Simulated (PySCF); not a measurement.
**Orbital picture of SmCl**

LDA at R = 2.560 Å; PySCF, spin-free X2C with a Gaussian nucleus, basis sets Sm x2c-SVPall, Cl x2c-SVPall. State: octet, about 6.0 electrons in the 4f shell (Mulliken), real f orbitals that mix terms. Only the outer orbitals are listed, counted within each symmetry.

```tsv
spin	orbital	occ.	ε (eV)	on Sm (%)	main shells (%)
α	17σ	1	-3.64	99	83 Sm s
α	1φ	1	-3.34	100	100 Sm f
α	1φ	1	-3.34	100	100 Sm f
α	3δ	1	-3.33	100	100 Sm f
α	9π	1	-3.12	100	99 Sm f
α	9π	1	-3.12	100	99 Sm f
α	18σ	1	-3.04	99	94 Sm f
α	3δ	0	-3.24	100	100 Sm f
α	4δ	0	-1.96	100	100 Sm d
α	4δ	0	-1.95	100	100 Sm d
β	17σ	0	-2.74	99	88 Sm s
β	3δ	0	-0.94	100	100 Sm d
β	3δ	0	-0.86	100	100 Sm d
```

Problem. Which are the highest filled and the lowest empty level, where do they sit, and how wide is the gap?

Solution. Highest filled α 18σ at -3.04 eV (in %: 94 Sm f); lowest empty α 3δ at -3.24 eV (in %: 100 Sm f); the gap at LDA is -0.20 eV.

* bond order (Mayer): 1.27
* ⟨S²⟩: 15.756
* charge on Sm (Mulliken, basis-dependent): 0.28
* charge on Sm (Löwdin, basis-dependent): -0.01
* dipole moment (positive dipole means Sm(−)Cl(+)): -4.37 D

Spin–orbit coupling is left out. Counting both spins, an empty level lies below a filled one in this solution, because spin and occupation are held. With d or f electrons several states lie close, and the lowest PBE0 determinant need not be the measured ground state.
